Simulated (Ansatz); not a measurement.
Consider the cleavage of the Si–Si bond: `N[SiH](O)[SiH2]F` + NH₃ → `N[SiH](N)O` + `F[SiH3]`.

Gas-phase electronic energies from Ansatz, PBE0-D4/def2-TZVP geometries. CCSD(T)/CBS adds triple-zeta CCSD(T) − MP2 to the extrapolated MP2 energy (def2 sets, frozen cores). This one scheme is used for every species. DFT in def2-TZVPP. B3LYP here is the variant with VWN-RPA as its local correlation; programs differ in this. Each species was taken in one conformer, which may not be the lowest.

```csv
level,ΔE (kJ/mol),difference from CCSD(T)/CBS
PBE-D4,-65.8,25.0
r2SCAN-D4,-84.8,6.0
PBE0-D4,-75.6,15.2
B3LYP-D4,-85.0,5.8
ωB97X-V,-86.6,4.2
ωB97M-V,-93.2,-2.4
B2PLYP,-93.8,-3.0
PBE,-68.0,22.8
r2SCAN,-85.5,5.3
PBE0,-77.9,12.9
B3LYP,-88.5,2.3
HF/def2-TZVPP,-111.2,-20.4
MP2/def2-TZVPP,-100.2,-9.4
SCS-MP2/def2-TZVPP,-101.4,-10.6
CCSD/def2-TZVPP,-95.7,-4.9
CCSD(T)/def2-TZVPP,-92.8,-2.0
HF/def2-QZVPP,-112.4,-21.6
MP2/def2-QZVPP,-99.5,-8.7
SCS-MP2/def2-QZVPP,-100.7,-9.9
HF/CBS(def2),-112.5,-21.7
MP2/CBS(def2),-98.3,-7.5
CCSD/CBS(def2),-93.7,-2.9
CCSD(T)/CBS,-90.8,0
```

Largest T1 diagnostic among the species: 0.012.

The D4 term adds +3.6 kJ/mol with B3LYP and +2.3 kJ/mol with PBE0; it sums over pairs of atoms, weighted by their polarisabilities, and B3LYP, whose exchange is more repulsive, gets the larger term. In def2-TZVPP, CCSD(T) changes the Hartree–Fock value by +18.4 kJ/mol (the triples alone add +2.9 kJ/mol) and MP2 by +11.0 kJ/mol. From PBE to PBE0 (25 % exact exchange), in def2-TZVPP and without D4, ΔE moves by −9.8 kJ/mol.
